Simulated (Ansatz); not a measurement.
Consider the ligand exchange at the Al–F bond: `C[S][Al]([F])[Cl]` + HCl → `C[S][Al]([Cl])[Cl]` + H–F.

Gas-phase electronic energies from Ansatz, PBE0-D4/def2-TZVP geometries. CCSD(T)/CBS adds triple-zeta CCSD(T) − MP2 to the extrapolated MP2 energy (def2 sets, frozen cores). This one scheme is used for every species. DFT in def2-TZVPP. B3LYP here is the variant with VWN-RPA as its local correlation; programs differ in this. HSE06 is defined as in plane-wave codes. One conformer a species, not always the lowest.

```csv
level,ΔE (kJ/mol),difference from CCSD(T)/CBS
LDA (SPW92),18.0,0.8
revPBE-D4,14.2,-3.0
B97M-V,23.4,6.2
B3LYP-D4,22.2,5.0
HSE06-D4,12.2,-5.0
CAM-B3LYP-D4,26.8,9.6
PBE-QIDH,14.5,-2.7
revPBE,20.5,3.3
r2SCAN,21.7,4.5
B3LYP,28.6,11.4
r2SCANh,20.3,3.1
RPA@PBE/def2-TZVPP,25.1,7.9
CCSD/def2-SVP,26.1,8.9
SCS-MP2/def2-TZVPP,21.6,4.4
CCSD(T)/def2-TZVPP,20.8,3.6
MP2/def2-QZVPP,14.7,-2.5
CCSD(T)/CBS,17.2,0
```

What do rigid-rotor, harmonic-oscillator terms from PBE0-D4/def2-TZVP frequencies (298.15 K, 1 bar) make of the CCSD(T)/CBS value? (An estimate is asked.)

The calculation gave: ΔZPE = +4.2 kJ/mol, ΔH = +22.4 kJ/mol, ΔS = 8 J/(mol·K), ΔG = +19.9 kJ/mol. Modes under 50 cm⁻¹ make the entropy rough.

Largest T1 diagnostic among the species: 0.011.

From r2SCAN to r2SCAN0 (25 % exact exchange), in def2-TZVPP and without D4, ΔE moves by −3.4 kJ/mol. Leaving LDA and LC-ωPBE aside and taking each functional with its dispersion term where it has one, the values spread over 14.6 kJ/mol, from HSE06-D4 to CAM-B3LYP-D4. The D4 term adds −6.4 kJ/mol with B3LYP and −3.6 kJ/mol with PBE0; it sums over pairs of atoms, weighted by their polarisabilities, and B3LYP, whose exchange is more repulsive, gets the larger term.
